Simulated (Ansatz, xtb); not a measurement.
## Two isomers of C4H2ClN3

Structure I is `N#Cc1cn[nH]c1Cl`, a singlet and structure II is `N#Cc1c[nH]nc1Cl`, a singlet. Both are isolated molecules in the gas phase, relaxed with B3LYP/def2-SVP.

I (Å):

```xyz
10

C    -1.9392   -0.2058   -0.2486
C    -0.6010    0.0043    0.1779
C     0.4139    0.8126   -0.4184
C     0.0303   -0.5435    1.2962
Cl   -0.5503   -1.6120    2.4966
N    -3.0308   -0.3671   -0.6107
N     1.5445    0.7619    0.2653
N     1.2942   -0.0620    1.2979
H     0.3334    1.4180   -1.3202
H     2.0173   -0.2666    1.9794
```

II (Å):

```xyz
10

C    -1.8750    0.1400   -0.4137
C    -0.6149    0.0377    0.2342
C     0.6531    0.1168   -0.3373
C    -0.3461   -0.1712    1.6246
Cl   -1.5173   -0.3509    2.8667
N    -2.9038    0.2228   -0.9458
N     1.5298   -0.0387    0.6770
N     0.9479   -0.2148    1.8757
H     0.9603    0.2694   -1.3695
H     2.5420   -0.0350    0.6202
```

Quicker runs give these differences E(II) − E(I): GFN2-xTB +0.16 kcal/mol; HF/STO-3G −1.06 kcal/mol (at GFN2-xTB geometries); r2SCAN-D4/def2-SVP −0.98 kcal/mol (at GFN2-xTB geometries).

Estimate E(II) − E(I) at the level CCSD(T)/def2-SVP + ΔMP2/def2-TZVPP.

CCSD(T)/def2-SVP + ΔMP2/def2-TZVPP gives E(II) − E(I) = −0.92 kcal/mol, slightly favouring structure II, which is too small a margin to settle the true order.

How the difference moves with the method:

| level | geometry | E(II) − E(I) (kcal/mol) | departure from the last row (kcal/mol) | job, with rough time for the two |
| --- | --- | --- | --- | --- |
| GFN2-xTB | GFN2-xTB | +0.16 | +1.08 | optimisation, 0.16 s |
| HF/STO-3G | GFN2-xTB | −1.06 | −0.14 | single point, 0.64 s |
| r2SCAN-D4/def2-SVP | GFN2-xTB | −0.98 | −0.06 | single point, 7.8 s |
| B3LYP/def2-SVP | B3LYP/def2-SVP | −0.96 | −0.04 | optimisation, 48 s |
| HF/def2-SVP | B3LYP/def2-SVP | −1.26 | −0.34 | part of the CCSD(T) run |
| MP2/def2-SVP | B3LYP/def2-SVP | −0.75 | +0.17 | part of the CCSD(T) run |
| CCSD(T)/def2-SVP | B3LYP/def2-SVP | −0.90 | +0.02 | single point |
| CCSD(T)/def2-SVP + ΔMP2/def2-TZVPP | B3LYP/def2-SVP | −0.92 |  | single point, 1.9 min |

As drawn, both hold the same kinds of bond in the same numbers.

The largest departure from CCSD(T)/def2-SVP + ΔMP2/def2-TZVPP is that of GFN2-xTB, 1.08 kcal/mol. The last row adds to CCSD(T) the change of the MP2 difference between the two basis sets, here −0.02 kcal/mol.

With thermal terms from frequencies at re-optimised GFN2-xTB minima (ideal gas, soft modes damped towards free rotors, one conformer each, 298.15 K, 1 atm): the zero-point term adds −0.03 kcal/mol; ΔH is −0.96 and ΔG −0.93 kcal/mol.

The correlated steps freeze 12 core orbitals. Programs: Ansatz 0.2.0, xtb 6.7.1; the last row on 2 threads of Arm Neoverse V1 on a shared host.
